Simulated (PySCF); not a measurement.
BClGeH4, SMILES Cl[BH][GeH3]. Heavy atoms are numbered as in [BH:1]([Cl:2])[GeH3:3]. Hydrogens are named by the atom that carries them.

Geometry optimised at TPSSh-D3(BJ)/def2-SVP.

These are B3LYP/pcSseg-1 in PySCF values and carry that method's errors.

GIAO shieldings, no solvent; atoms alike by connectivity are averaged. δ = σ(ref) − σ: ¹¹B against BF3 (σ = 86.3 ppm); ³⁵Cl against HCl (σ = 933.3 ppm); ⁷³Ge against GeH4 (σ = 1631.8 ppm); ¹H against TMS (σ = 31.68 ppm), references at their B3LYP-D3(BJ)/def2-TZVP geometries, non-relativistic (without spin–orbit terms, shifts of atoms bonded to Cl or Br come out too high).

```
atoms       nucleus  count  δ (ppm)
----------  -------  -----  -------
B1 (BH)         ¹¹B      1     91.5
Cl2            ³⁵Cl      1        ?
Ge3 (GeH3)     ⁷³Ge      1     12.3
H on B1          ¹H      1     8.86
H on Ge3         ¹H      3        ?
```

Task: Some entries are withheld; supply them. (Estimate from the structure and the level; the computed values follow.)

Result: 
- Cl2, δ (ppm): 452.9
- H on Ge3, δ (ppm): 3.97
